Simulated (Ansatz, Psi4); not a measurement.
Here is a job for Psi4.
```
memory 2 GB

molecule {
0 2
C    -0.00487805   -0.07714410    0.26394931
C     0.19855614   -0.71836459   -0.91636831
C    -0.06383047    0.73604089   -0.99191477
C    -0.10307189   -0.06938417    1.60220965
H     0.40079764   -1.59828163   -1.47223199
H     0.74883323    1.41662743   -1.23105220
H    -1.02322444    1.09027825   -1.35918325
H     0.02216024   -0.97349051    2.17299880
H    -0.30922107    0.83797828    2.14221335
}

set {
  basis sto-3g
  reference uhf
  freeze_core true
  mp2_type conv
  scf_type pk
  puream true
  d_convergence 1e-8
}

energy('ccsd(t)')
print_variables()
```

Task: Give the equivalent Ansatz (a quantum-chemistry and plane-wave program) input.

Result: Several could match; the one computed here: 
Ansatz 0.2 input:
```yaml
crystal:
  periodic: [false, false, false]
  atoms:
    - {symbol: C, position_ang: [-0.00487805, -0.07714410, 0.26394931]}
    - {symbol: C, position_ang: [0.19855614, -0.71836459, -0.91636831]}
    - {symbol: C, position_ang: [-0.06383047, 0.73604089, -0.99191477]}
    - {symbol: C, position_ang: [-0.10307189, -0.06938417, 1.60220965]}
    - {symbol: H, position_ang: [0.40079764, -1.59828163, -1.47223199]}
    - {symbol: H, position_ang: [0.74883323, 1.41662743, -1.23105220]}
    - {symbol: H, position_ang: [-1.02322444, 1.09027825, -1.35918325]}
    - {symbol: H, position_ang: [0.02216024, -0.97349051, 2.17299880]}
    - {symbol: H, position_ang: [-0.30922107, 0.83797828, 2.14221335]}
basis:
  gaussian:
    orbitals: STO-3G
magnetization: {spin_polarized: true, initial_magnetization: 1}
correlation: {method: ccsd_t, electrons: outside_noble_gas}
accuracy: high
```

Both were run: Psi4 gave -152.636907 Eh and Ansatz -152.636907 Eh, 0.000 mEh apart.
